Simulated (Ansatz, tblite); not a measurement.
Isomers of Mg$_{2}$O$_{3}$H$_{2}$ (singlet), found by a short tight-binding search and relaxed with r2SCAN-D4/def2-SVP in Ansatz.

The xTB rows come from tblite. B3LYP takes the VWN-RPA correlation. Correlated methods freeze 5 core orbitals; core or outer-core shells of Mg are correlated, in sets that lack core-valence functions.

Run but left out: HF/def2-TZVPP (A: restricted singlet, unstable towards broken spin symmetry).

A: The restricted singlet is unstable towards broken spin symmetry in Hartree–Fock (as tested in another run); at PBE-D4/def2-TZVP, r2SCAN-D4/def2-TZVP, B3LYP-D4/def2-TZVP, PBE0-D4/def2-TZVP and others this wasn't settled. At CCSD(T)/def2-TZVPP the restricted singlet (for correlated methods, its reference) is unstable: a solution with broken spin symmetry lies lower. B: The restricted singlet is unstable towards broken spin symmetry in Hartree–Fock (as tested in another run); at PBE-D4/def2-TZVP, r2SCAN-D4/def2-TZVP, B3LYP-D4/def2-TZVP, PBE0-D4/def2-TZVP and others this wasn't settled. At CCSD(T)/def2-TZVPP the restricted singlet (for correlated methods, its reference) is unstable: a solution with broken spin symmetry lies lower.

Other spin states weren't relaxed.

A:

Cartesian coordinates in Å:
```
Mg 0.820 -0.419 0.629
Mg -1.774 0.912 -1.366
O -0.946 -0.370 -0.165
O 0.000 0.855 -0.576
O 2.114 -1.073 1.634
H -3.018 1.551 -2.323
H 2.803 -1.456 2.168
```

B:

```
atom   x (Å)   y (Å)   z (Å)
 Mg1  -1.193   0.318   1.198
 Mg2   0.417   0.037  -0.925
  O3   0.440  -0.579   1.111
  O4  -1.605   0.162  -0.667
  O5  -0.850   1.500  -0.271
  H6   1.110  -1.088   1.572
  H7   1.680  -0.350  -2.019
```

C:

```
atom   x (Å)   y (Å)   z (Å)
 Mg1   0.703  -0.065  -0.977
 Mg2  -0.768  -0.505   0.780
  O3  -0.192  -1.689  -0.583
  O4  -0.922   1.050  -0.509
  O5   1.076   0.309   0.979
  H6  -1.665   1.088  -1.123
  H7   1.767  -0.188   1.433
```

Question: Estimate which lies lowest at each level, and how far above it the others are (eV).

Answer: 
| level | A | B | C |
| --- | --- | --- | --- |
| GFN1-xTB | 1.39 | 1.74 | 0.00 |
| GFN2-xTB | 1.50 | 0.96 | 0.00 |
| PBE-D4/def2-TZVP | 1.84 | 2.28 | 0.00 |
| r2SCAN-D4/def2-TZVP | 1.87 | 2.30 | 0.00 |
| B3LYP-D4/def2-TZVP | 1.75 | 2.28 | 0.00 |
| PBE0-D4/def2-TZVP | 1.86 | 2.34 | 0.00 |
| ωB97X-V/def2-TZVP | 1.76 | 2.25 | 0.00 |
| MP2/def2-TZVPP | 2.09 | 2.63 | 0.00 |
| CCSD/def2-TZVPP | 1.76 | 2.32 | 0.00 |
| CCSD(T)/def2-TZVPP | 1.76 | 2.29 | 0.00 |
Point groups (tolerance 0.1 Å): A C2v, B Cs, C C2v. Lower isomers may exist.
